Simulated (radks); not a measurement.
Dipole-allowed excitations along the series with 4 electrons in [He] 2s2. Method: non-relativistic Kohn-Sham, LB94 model potential, spin-unpolarised, spherical densities, point nucleus; computed with a radial shooting solver on a logarithmic mesh with Libxc functionals. Time-dependent linear response with the Hartree and adiabatic LDA kernel, continuum included through the Sternheimer equations. Lines are the poles of the dipole polarisability below minus the highest occupied eigenvalue, found on a grid refined at the orbital gaps; the lowest seven at most are given, and weak or close lines can be missed. The first line takes the name of the lowest orbital gap if no other gap lies below it; otherwise a line is named after a gap within 0.6 % of it, if that gap stands alone.

\begin{tabular}{lrrrrrrr}
species & -e(HOMO) (eV) & lowest orbital gap (eV) & first line (eV) & f & strongest line (eV) & its f & static alpha (bohr^3) \\ \hline
P11+ & 553.06 & 2s-2p 26.122 & 36.716 (2s-2p) & 0.200 & 324.73 (2s-3p) & 0.677 & 0.1169 \\
S12+ & 643.38 & 2s-2p 28.168 & 39.553 (2s-2p) & 0.186 & 376.32 (2s-3p) & 0.689 & 0.09338 \\
Cl13+ & 740.50 & 2s-2p 30.214 & 42.386 (2s-2p) & 0.174 & 431.69 (2s-3p) & 0.700 & 0.07580 \\
Ar14+ & 844.42 & 2s-2p 32.259 & 45.218 (2s-2p) & 0.164 & 490.84 (2s-3p) & 0.710 & 0.06236 \\
K15+ & 955.15 & 2s-2p 34.304 & 48.050 (2s-2p) & 0.154 & 553.76 (2s-3p) & 0.719 & 0.05193 \\
Ca16+ & 1072.7 & 2s-2p 36.348 & 50.881 (2s-2p) & 0.146 & 620.47 (2s-3p) & 0.727 & 0.04370 \\
\end{tabular}
